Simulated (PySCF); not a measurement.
PySCF job for Mg(Cl)(SH) (ClHMgS), SMILES [Cl][Mg][SH], TDA-B3LYP/def2-SVPD. The structure is a stationary point at PBE-D3(BJ)/def2-TZVP. Other conformers were not sampled.

```python
import numpy as np
from pyscf import gto, scf, dft, tdscf

mol = gto.M(
    atom='''
    Mg   -0.01494768    0.03817890   -0.00000000
    Cl    0.00667248    2.22902780    0.00000000
    S    -0.07577215   -2.25148945    0.00000000
    H     1.27829435   -2.32778811    0.00000000
    ''',
    basis='def2-SVPD',
    charge=0,
    spin=0,
    symmetry=True,
    max_memory=1600,
    verbose=4,
)
mf = dft.RKS(mol, xc='b3lyp').density_fit(auxbasis='def2-universal-jkfit')
mf.grids.level = 3
mf.conv_tol = 1e-9
mf.max_cycle = 100
mf.kernel()
mf.grids = dft.Grids(mol).set(level=1).build(with_non0tab=True)  # coarser grid for the response kernel
td = tdscf.TDA(mf)
td.singlet = True
td.nstates = 10
td.conv_tol = 1e-4
td.kernel(x0=td.get_init_guess(mf, 15))
td.analyze()
tt = tdscf.TDA(mf)
tt.singlet = False
tt.nstates = 4
tt.conv_tol = 1e-4
tt.kernel(x0=tt.get_init_guess(mf, 9))
tt.analyze(verbose=3)
```

It prints:

```
PySCF version 2.14.0

[INPUT] verbose = 4
[INPUT] num. atoms = 4
[INPUT] num. electrons = 46
[INPUT] charge = 0
[INPUT] spin (= nelec alpha-beta = 2S) = 0
[INPUT] symmetry True subgroup None
[INPUT] Mole.unit = angstrom
[INPUT] Symbol           X                Y                Z      unit          X                Y                Z       unit  Magmom
[INPUT]  1 Mg    -0.014947680000   0.038178900000   0.000000000000 AA   -0.028247021398   0.072147664737   0.000000000000 Bohr   0.0
[INPUT]  2 Cl     0.006672480000   2.229027800000   0.000000000000 AA    0.012609159772   4.212252066042   0.000000000000 Bohr   0.0
[INPUT]  3 S     -0.075772150000  -2.251489450000   0.000000000000 AA   -0.143188611369  -4.254698432848   0.000000000000 Bohr   0.0
[INPUT]  4 H      1.278294350000  -2.327788110000   0.000000000000 AA    2.415626228079  -4.398882003919   0.000000000000 Bohr   0.0

nuclear repulsion = 136.249279504332
point group symmetry = Cs
symmetry origin: [-2.05405014e-09  3.69729022e-09  0.00000000e+00]
symmetry axis x: [1.00000000e+00 2.44887553e-10 0.00000000e+00]
symmetry axis y: [-2.44887553e-10  1.00000000e+00  0.00000000e+00]
symmetry axis z: [0. 0. 1.]
num. orbitals of irrep A' = 59
num. orbitals of irrep A" = 24
number of shells = 35
number of NR pGTOs = 139
number of NR cGTOs = 83
basis = def2-SVPD
ecp = {}


[settings echo left out]
init E= -1058.90574444103
HOMO (A") = -0.305110787365126  LUMO (A') = -0.0991334079820345  gap/eV = 5.60493
cycle= 1 E= -1058.86264519326  delta_E= 0.0431  |g|= 0.388  |ddm|= 2.28
HOMO (A") = -0.216940174826858  LUMO (A') = -0.0715685829021475  gap/eV = 3.95576
cycle= 2 E= -1058.81881800182  delta_E= 0.0438  |g|= 0.546  |ddm|= 1.61
HOMO (A") = -0.266750425568445  LUMO (A') = -0.0724542531880275  gap/eV = 5.28707
cycle= 3 E= -1058.91894693765  delta_E= -0.1  |g|= 0.0193  |ddm|= 0.905
HOMO (A") = -0.265758820048164  LUMO (A') = -0.0739758793555301  gap/eV = 5.21868
cycle= 4 E= -1058.91901598624  delta_E= -6.9e-05  |g|= 0.0126  |ddm|= 0.0412
HOMO (A") = -0.266823637310475  LUMO (A') = -0.0731149663859085  gap/eV = 5.27108
cycle= 5 E= -1058.91906997752  delta_E= -5.4e-05  |g|= 0.00199  |ddm|= 0.022
HOMO (A") = -0.266453101201028  LUMO (A') = -0.0729902319205094  gap/eV = 5.26439
cycle= 6 E= -1058.9190711092  delta_E= -1.13e-06  |g|= 0.000641  |ddm|= 0.00374
HOMO (A") = -0.266581692930937  LUMO (A') = -0.0730349669564148  gap/eV = 5.26667
cycle= 7 E= -1058.91907124306  delta_E= -1.34e-07  |g|= 7.33e-05  |ddm|= 0.00102
HOMO (A") = -0.266580304481989  LUMO (A') = -0.07303314038769  gap/eV = 5.26669
cycle= 8 E= -1058.91907124471  delta_E= -1.65e-09  |g|= 3.56e-05  |ddm|= 0.000173
HOMO (A") = -0.266578142520441  LUMO (A') = -0.073033090130834  gap/eV = 5.26663
cycle= 9 E= -1058.9190712452  delta_E= -4.97e-10  |g|= 2.57e-06  |ddm|= 4.41e-05
HOMO (A") = -0.266578120831723  LUMO (A') = -0.0730333890549475  gap/eV = 5.26662
Extra cycle  E= -1058.91907124522  delta_E= -1.27e-11  |g|= 2.73e-06  |ddm|= 8.62e-06
converged SCF energy = -1058.91907124522
tot grids = 21336


******** <class 'pyscf.tdscf.rks.TDA'> for <class 'pyscf.df.df_jk.DFSymAdaptedRKS'> ********
nstates = 10 singlet
deg_eia_thresh = 1.000e-03
wfnsym = None
conv_tol = 0.0001
eigh lindep = 1e-12
eigh level_shift = 0
eigh max_cycle = 100


Excitation energies (eV)
[4.27734616 5.3707244  5.60496873 5.6864026  5.68681818 6.11522113
 6.35080612 6.70564906 6.80631024 6.88484089]

** Singlet excitation energies and oscillator strengths **
Excited State   1:   A"      4.27735 eV    289.86 nm  f=0.0375
      23 -> 24       -0.70535
Excited State   2:   A"      5.37072 eV    230.85 nm  f=0.0000
      23 -> 25        0.70198
Excited State   3:   A'      5.60497 eV    221.20 nm  f=0.0647
      20 -> 24        0.10786
      22 -> 24       -0.54118
      23 -> 26        0.43609
Excited State   4:   A'      5.68640 eV    218.04 nm  f=0.0346
      20 -> 24        0.69454
Excited State   5:   A"      5.68682 eV    218.02 nm  f=0.0395
      21 -> 24        0.70374
Excited State   6:   A"      6.11522 eV    202.75 nm  f=0.0125
      23 -> 27       -0.67794
      23 -> 28       -0.16220
Excited State   7:   A'      6.35081 eV    195.23 nm  f=0.3120
      22 -> 24        0.37357
      22 -> 25       -0.27401
      22 -> 27       -0.16002
      23 -> 26        0.47966
Excited State   8:   A'      6.70565 eV    184.90 nm  f=0.1124
      20 -> 25        0.11828
      22 -> 24        0.14408
      22 -> 25        0.63216
      23 -> 26        0.17570
Excited State   9:   A"      6.80631 eV    182.16 nm  f=0.0001
      21 -> 25        0.70416
Excited State  10:   A'      6.88484 eV    180.08 nm  f=0.0183
      19 -> 24       -0.30336
      20 -> 25       -0.58807
      21 -> 26        0.16782
      22 -> 27       -0.10371

** Transition electric dipole moments (AU) **
state          X           Y           Z        Dip. S.      Osc.
  1        -0.0000      0.0000     -0.5978      0.3574      0.0375
  2        -0.0000      0.0000     -0.0100      0.0001      0.0000
  3        -0.0143     -0.6862      0.0000      0.4711      0.0647
  4         0.4861      0.1085     -0.0000      0.2481      0.0346
  5         0.0000     -0.0000      0.5327      0.2838      0.0395
  6        -0.0000      0.0000      0.2888      0.0834      0.0125
  7        -0.0596      1.4148     -0.0000      2.0051      0.3120
  8         0.4024      0.7227     -0.0000      0.6842      0.1124
  9        -0.0000      0.0000     -0.0174      0.0003      0.0001
 10         0.1403      0.2981     -0.0000      0.1086      0.0183

** Transition velocity dipole moments (imaginary part, AU) **
state          X           Y           Z        Dip. S.      Osc.
  1        -0.0000     -0.0000     -0.0766      0.0059      0.0249
  2        -0.0000      0.0000     -0.0232      0.0005      0.0018
  3         0.0022     -0.1331      0.0000      0.0177      0.0573
  4         0.0875      0.0248     -0.0000      0.0083      0.0264
  5         0.0000     -0.0000      0.0968      0.0094      0.0299
  6        -0.0000      0.0000      0.0916      0.0084      0.0249
  7        -0.0114      0.2579     -0.0000      0.0667      0.1904
  8         0.0423      0.1187     -0.0000      0.0159      0.0429
  9        -0.0000      0.0000     -0.0045      0.0000      0.0001
 10         0.0224      0.0415     -0.0000      0.0022      0.0059

** Transition magnetic dipole moments (imaginary part, AU) **
state          X           Y           Z
  1        -0.4361     -0.0236      0.0000
  2        -0.1315     -0.2410      0.0000
  3         0.0000     -0.0000      0.1996
  4        -0.0000      0.0000      0.4825
  5        -0.4468      0.0086      0.0000
  6         0.3626      0.2565      0.0000
  7        -0.0000     -0.0000      0.1142
  8        -0.0000      0.0000     -0.6152
  9         0.0124     -0.0049      0.0000
 10        -0.0000     -0.0000     -0.1275


******** <class 'pyscf.tdscf.rks.TDA'> for <class 'pyscf.df.df_jk.DFSymAdaptedRKS'> ********
nstates = 4 triplet
deg_eia_thresh = 1.000e-03
wfnsym = None
conv_tol = 0.0001
eigh lindep = 1e-12
eigh level_shift = 0
eigh max_cycle = 100


Excitation energies (eV)
[3.99075785 4.98628753 5.24711339 5.45312969]

** Triplet excitation energies and oscillator strengths **
Excited State   1:   A"      3.99076 eV    310.68 nm  f=0.0000
Excited State   2:   A'      4.98629 eV    248.65 nm  f=0.0000
Excited State   3:   A"      5.24711 eV    236.29 nm  f=0.0000
Excited State   4:   A"      5.45313 eV    227.36 nm  f=0.0000
```

The run converged.
